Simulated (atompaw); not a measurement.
## tantalum PAW (atompaw): all-electron and pseudo phase curves

```
Element                 : tantalum
Generator               : atompaw 4.2.0.5
Type                    : PAW
Functional              : LDA (PW92)
Relativity              : scalar-relativistic
Frozen core             : [Xe] 4f14
Valence charge          : 5
Reference configuration : 5d3 6s2 6p0
Partial waves           : 6s (bound): rc 2.35 bohr; 6s channel at 0.05 Ry: rc 2.35 bohr; 6p (bound, empty): rc 3.00 bohr; 6p channel at 0.3 Ry: rc 3.00 bohr; 5d (bound): rc 2.70 bohr; 5d channel at 2.95 Ry: rc 3.00 bohr
Local potential         : vpsmatchnc scheme with l = 3 at 0 Ry, radius 2.45 bohr
Core correction         : smooth core density matched at 2.05 bohr
Augmentation charge     : sinc compensation charge, radius 2.50 bohr; PAW radius 3.00 bohr; waves and projectors: custom rrkj vanderbiltortho
```

The phase is arctan(r·u′/u) with u = r·R(r), unwrapped; energies in Ry, scanned from -2 to 5 Ry. A pole is an energy at which the radial function vanishes at the test radius. The pseudo phase is shifted by a multiple of π to meet the all-electron one at the reference energy, and phase errors are pseudo minus all-electron; the curves can meet again beyond the range given. Levels narrower than the energy grid can be missing from the lists of poles.

```json
{"channel": "s", "radius (bohr)": "3.02", "reference energy (Ry)": "-0.41", "poles, all-electron": "1.13", "poles, pseudo": "1.14", "unbroken range about the reference energy with phases within 0.05 rad": "below 3.6", "phase error 1 Ry above the reference energy (rad)": "+0.000"}
{"channel": "p", "radius (bohr)": "3.02", "reference energy (Ry)": "-0.11", "poles, all-electron": "2.43", "poles, pseudo": "2.15, 3.99", "unbroken range about the reference energy with phases within 0.05 rad": "below 2.3", "phase error 1 Ry above the reference energy (rad)": "-0.002"}
{"channel": "d", "radius (bohr)": "3.02", "reference energy (Ry)": "-0.28", "poles, all-electron": "0.11, 4.73", "poles, pseudo": "0.10, 4.35", "unbroken range about the reference energy with phases within 0.05 rad": "below 1.5", "phase error 1 Ry above the reference energy (rad)": "-0.017"}
```

Note: ghost states, extra bound levels that the all-electron valence spectrum of the same l lacks: p at -99.7 eV, s at -94.8 eV. A true bound ghost makes a file unfit for plane-wave use.

Phases in the s channel:

| E (Ry) | all-electron | pseudo |
| --- | --- | --- |
| -2.00 | 1.258 | 1.258 |
| -1.52 | 1.167 | 1.167 |
| -1.04 | 0.951 | 0.951 |
| -0.56 | 0.121 | 0.121 |
| -0.08 | -1.082 | -1.082 |
| 0.40 | -1.405 | -1.405 |
| 0.88 | -1.529 | -1.528 |
| 1.36 | -1.602 | -1.601 |
| 1.84 | -1.659 | -1.658 |
| 2.32 | -1.718 | -1.714 |
| 2.80 | -1.793 | -1.785 |
| 3.28 | -1.922 | -1.900 |
| 3.76 | -2.243 | -2.159 |
| 4.24 | -3.335 | -3.031 |
| 4.72 | -4.197 | -4.076 |
